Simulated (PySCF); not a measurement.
C₆ coefficients of unlike pairs at PBE

Calculated with PySCF 2.14 from the dipole response of each species, C₆(A,B) = (3/π) ∫ α_A(iu) α_B(iu) du, in atomic units, from isotropic polarisabilities. For ions this is the dispersion term alone; charge-induced terms of lower order in 1/R come first.

```
species       configuration                                                                            basis     relativity  α (bohr³)  C₆ (like pair)
    P²⁺   [Ne] 3s2 3p1 (2P)                                                          dyall-av3z (19s12p3d2f)           none      9.169           32.91
    Ga⁺  [Ar] 3d10 4s2 (1S)                                                      aug-cc-pVQZ-DK (8s7p5d3f2g)  spin-free X2C      17.46           87.01
   Ar²⁺   [Ne] 3s2 3p4 (3P)  x2c-QZVPPall with one added diffuse shell each of s, p, d, f type (10s7p5d3f1g)  spin-free X2C      4.816           16.92
   Mn³⁺       [Ar] 3d4 (5D)                                                          dyall-av2z (16s12p7d2f)           none      1.983           4.841
```

Question: Estimate C₆ for Mn³⁺ with P²⁺.

Answer: The integral gives 10.69. The combination rule 2 C_A C_B / (C_A α_B/α_A + C_B α_A/α_B) gives 10.80 and the geometric mean 12.62.

No spin-orbit coupling is included.

The other pairs:

```csv
pair,C₆
"Ar²⁺, P²⁺",22.54
"Mn³⁺, Ar²⁺",8.648
"Ar²⁺, Ga⁺",35.35
"Mn³⁺, Ga⁺",16.63
"Ga⁺, P²⁺",53.04
```
